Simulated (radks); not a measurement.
The numbers below are computed, except where a source is named.
Task: The argon ion Ar3+, [Ne] 3s2 3p3. Level of theory: non-relativistic Kohn-Sham, r2SCAN, spin-polarised, spherical densities, point nucleus; meta-GGA in the generalised Kohn-Sham scheme (a radial shooting solver on a logarithmic mesh with Libxc functionals). Every spin shell is full or empty, so the densities are truly spherical. Functionals are evaluated on that one density, not self-consistently. Rank these exchange functionals by their error against the exact value of the orbitals, and give that value: LDA, B88, PBE, WC, EV93, TPSS, SCAN, MS2.

Result: Exact: -29.0395 hartree. From best to worst, with 100 (|E| - |E exact|)/|E exact| (equal figures are ties): MS2 +0.05, B88 -0.05, TPSS +0.15, SCAN +0.26, PBE -0.59, EV93 +1.09, WC -1.60, LDA -7.82.
